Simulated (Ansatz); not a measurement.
Forces away from equilibrium

LiAlHOF (SMILES [Li][Al]([OH])[F]), closed shell, displaced at random from a GFN2-xTB minimum.

```
5
angstrom
Li -2.1590 -1.0115 1.1139
Al -0.3563 0.0351 -0.2184
O 1.1023 0.1075 0.4145
F -0.7439 0.5061 -1.8574
H 2.0871 0.3040 0.6113
```

Computed with Ansatz 0.2.0 (basis: def2-TZVPP); correlated methods freeze the cores. The outer core shell of Li, Na, Mg and K is correlated.

CCSD(T) forces from the calculation:
```json
{"atom": "Li1", "Fx": "-0.418", "Fy": "-0.188", "Fz (eV/Å)": "0.258"}
{"atom": "Al2", "Fx": "-3.312", "Fy": "0.126", "Fz (eV/Å)": "-2.574"}
{"atom": "O3", "Fx": "6.343", "Fy": "0.858", "Fz (eV/Å)": "1.949"}
{"atom": "F4", "Fx": "0.623", "Fy": "-0.239", "Fz (eV/Å)": "1.244"}
{"atom": "H5", "Fx": "-3.237", "Fy": "-0.558", "Fz (eV/Å)": "-0.878"}
```

(1) Which atom feels the largest CCSD(T) force, and how large is it?

No T1 diagnostic of these runs exceeds 0.014. These are differences at one structure, and CCSD(T) in triple zeta is itself an approximation.

## Answers

(1) O3, 6.69 eV/Å, along (0.95, 0.13, 0.29).

Root-mean-square difference of the force components from those of CCSD(T): PBE0-D4 0.082; wB97M-V 0.068; r2SCAN-D4 0.097; PBE-D4 0.233; CAM-B3LYP-D4 0.100; BHLYP-D4 0.179 eV/Å.

For scale, one of the runs: CCSD(T)/def2-TZVPP forces, 137 basis functions (an equivalent command: `ansatz run in.yaml --threads 4`). Time: 27 s of wall clock on 4 CPU threads; the host was shared. Peak host memory: 1.4 GiB.
